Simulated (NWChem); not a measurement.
GaF2, doublet; SMILES [F][Ga][F]

```xyz
3

Ga     0.0000     0.0000     0.3380
F     -1.4967     0.0000    -0.5822
F      1.4967     0.0000    -0.5822
```
Atoms are numbered in this order, from 1.

In the optimisation the excess spin sits in a1 (C2v, its own frame). The geometry was optimised at PBE0/def2-SVP, spin-unrestricted. This spin state was assumed; another may lie lower. No stability test was run on the SCF state.

Symmetry labels are those of C2v in the frame above (b1 and b2, or b-type labels, depend on it).

Task: List the 6 lowest vertical excitations from BHandHLYP/def2-SVPD, spin-unrestricted, TDA (NWChem).

Result: 
```csv
state,energy (eV),oscillator strength,symmetry of the excitation,<S²>
state 1,4.60,0.126,b2,0.75
state 2,5.61,0.002,b1,0.82
state 3,5.71,0.000,a2,0.82
state 4,6.02,0.008,a1,0.82
state 5,6.15,0.027,b2,0.83
state 6,6.51,0.014,b1,0.83
```
